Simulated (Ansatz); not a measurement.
Consider the atomization: `[CH3][Ga]([OH])[OH]` → C• + Ga• + 5 H• + 2 O•.

Program: Ansatz. Geometries: PBE0-D4/def2-TZVP. ΔE: electronic, gas phase. CBS: MP2 limit from def2 TZ/QZ plus the TZ coupled-cluster correction, frozen cores. This one scheme is used for every species, atoms too. DFT in def2-TZVPP. No spin–orbit coupling; open shells (•) take unrestricted orbitals. Spin–orbit coupling would lower the free atoms: a little for C, O; clearly for Ga. For Ga outer-core shells are correlated without core-valence functions, so the limit isn't a true one: a few kJ/mol of doubt a bond, and 10 to 20 or more in all where bonds break to atoms. Scalar relativity is left out up to krypton. Each species was taken in one conformer, which may not be the lowest.

Problem. What is ΔE at CCSD(T)/CBS? (Estimate.)

Solution. Computed: +3247.0 kJ/mol.

Problem. What do these levels give: r2SCAN-D4, r2SCANh-D4, r2SCAN0-D4, BHLYP-D4, BLYP, MP2/def2-QZVPP? (Best estimate.)

Solution. The calculation gave: r2SCAN-D4 3228.3, r2SCANh-D4 3200.2, r2SCAN0-D4 3160.1, BHLYP-D4 3081.4, BLYP 3167.2, MP2/def2-QZVPP 3289.9 kJ/mol.

Largest T1 diagnostic among the species: 0.014.

Leaving LDA and LC-ωPBE aside and taking each functional with its dispersion term where it has one, the values, not all of them listed here, spread over 181.8 kJ/mol, from BHLYP-D4 to PBE-D4. LDA lies +452.1 kJ/mol from PBE without D4, its usual overbinding. The D4 term adds +22.5 kJ/mol with B3LYP and +11.7 kJ/mol with PBE0; it sums over pairs of atoms, weighted by their polarisabilities, and B3LYP, whose exchange is more repulsive, gets the larger term. In def2-TZVPP, CCSD(T) changes the Hartree–Fock value by +895.5 kJ/mol (the triples alone add +50.5 kJ/mol) and MP2 by +971.4 kJ/mol; breaking electron pairs costs correlation energy, which Hartree–Fock lacks.

B3LYP here is the variant with VWN-RPA as its local correlation; programs differ in this.

For atomizations the MP2-based limit and the directly extrapolated one differ by several kJ/mol either way, and by 10 to 25 for some Ge, Se and Sn compounds, so smaller differences from it don't rank the levels.
